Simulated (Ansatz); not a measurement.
Consider the formal exchange of groups at a B–C bond: `C=C(F)B(O)F` + `[SiH3][SiH3]` → `OB(F)[SiH2][SiH3]` + `C=CF`.

Computed with Ansatz on PBE0-D4/def2-TZVP structures; ΔE is electronic, products minus reactants. CBS: MP2 limit from def2 TZ/QZ plus the TZ coupled-cluster correction, frozen cores. Each species was taken in one conformer, which may not be the lowest.

`C=C(F)B(O)F`:

Cartesian coordinates in Å:
```
C -1.153 1.161 0.159
C -0.664 -0.070 0.105
F -1.492 -1.120 0.254
B 0.839 -0.418 -0.123
O 1.252 -1.697 -0.166
F 1.711 0.582 -0.277
H -2.208 1.351 0.321
H -0.482 2.000 0.039
H 2.198 -1.789 -0.312
```

`[SiH3][SiH3]`:

Cartesian coordinates in Å:
```
Si -0.869 0.075 0.778
Si 0.869 -0.075 -0.778
H -0.325 0.360 2.133
H -1.806 1.168 0.402
H -1.627 -1.204 0.829
H 1.807 -1.166 -0.400
H 1.625 1.205 -0.832
H 0.325 -0.364 -2.132
```

`OB(F)[SiH2][SiH3]`:

Cartesian coordinates in Å:
```
O -1.155 0.122 2.269
B -1.002 -0.621 1.155
F -2.049 -1.314 0.693
Si 0.761 -0.645 0.153
Si 0.669 0.909 -1.597
H -2.045 0.080 2.638
H 1.005 -1.996 -0.424
H 1.891 -0.296 1.056
H 0.440 2.275 -1.054
H -0.452 0.574 -2.516
H 1.937 0.912 -2.374
```

`C=CF`:

```xyz
6

C     0.668    0.214   -0.007
C    -0.602   -0.129    0.042
F    -1.058   -1.263   -0.499
H     1.405   -0.412   -0.493
H     0.982    1.144    0.447
H    -1.395    0.445    0.509
```

```tsv
species	CCSD(T)/CBS(def2) energy (Eh)
`C=C(F)B(O)F`	-377.56062
`[SiH3][SiH3]`	-581.74359
`OB(F)[SiH2][SiH3]`	-781.62746
`C=CF`	-177.66469
```

**Question.** Work out ΔE.

**Answer.** ΔE = (-781.62746) + (-177.66469) − (-377.56062) − (-581.74359) = 0.01206 Eh = +7.6 kcal/mol.

Largest T1 diagnostic among the species: 0.014.

In def2-TZVPP, CCSD(T) changes the Hartree–Fock value by −2.4 kcal/mol (the triples alone add −0.3 kcal/mol) and MP2 by −2.0 kcal/mol. From PBE to PBE0 (25 % exact exchange), in def2-TZVPP and without D4, ΔE moves by +0.9 kcal/mol.
